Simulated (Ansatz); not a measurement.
H₄B (SMILES [BH4-]), charge -1, singlet, geometry from GFN2-xTB (a gas-phase anion, which may not be bound at this level), atoms displaced at random by about 0.03 Å a coordinate; PBE/STO-3G, gradient run with Ansatz (a program for electronic structure).

Here is a job for Ansatz.
Ansatz 0.2 input:
```yaml
crystal:
  periodic: [false, false, false]
  atoms:
    - {symbol: B, position_ang: [0.01534300, -0.01270488, -0.04757261]}
    - {symbol: H, position_ang: [-0.79687270, -0.75203827, -0.43270750]}
    - {symbol: H, position_ang: [0.14733400, -0.20980188, 1.19884888]}
    - {symbol: H, position_ang: [-0.44894817, 1.11216745, -0.17915094]}
    - {symbol: H, position_ang: [1.05261875, -0.12558711, -0.60462164]}
basis:
  gaussian:
    orbitals: STO-3G
hamiltonian:
  xc: pbe
total_charge: -1
output: {forces: true}
```

The log (banner, timings and long lists left out):

```
Functional definition: PBE
116 factors; integrals over basis functions are off by at most 8.3e-6 eV
mean field evaluation 1: about -728.0528 eV, gradient 1.0e1 eV
mean field evaluation 2: about -728.0927 eV, gradient 9.3e0 eV
mean field evaluation 4: about -728.3693 eV, gradient 1.8e-1 eV
mean field evaluation 8: about -728.3117 eV, gradient 1.1e-4 eV
mean field -728.31167853 eV, -26.7649605185 hartree, gradient 1.4e-5 eV, S^2 0.000000; 0 other end points of the search recorded, 0 dependent functions left out
the calculation of the forces begins
reference -728.31169121 eV, -26.7649609846 hartree; 5, 5 occupied and 4, 4 virtual orbitals, 116 factors
Total energy: -728.31169121 eV, -26.7649609846 hartree
Atom 0 at     0.015343    -0.012705    -0.047573 Å, force    -0.401461     1.108162     2.202455 eV/Å
Atom 1 at    -0.796873    -0.752038    -0.432708 Å, force    -0.294702    -0.700983    -0.450176 eV/Å
Atom 2 at     0.147334    -0.209802     1.198849 Å, force     0.049941     0.200077    -1.594368 eV/Å
Atom 3 at    -0.448948     1.112167    -0.179151 Å, force     0.534461    -0.553262    -0.034476 eV/Å
Atom 4 at     1.052619    -0.125587    -0.604622 Å, force     0.111760    -0.053995    -0.123435 eV/Å
Dipole moment:     0.006278    -0.012030    -0.030965 e Å
```
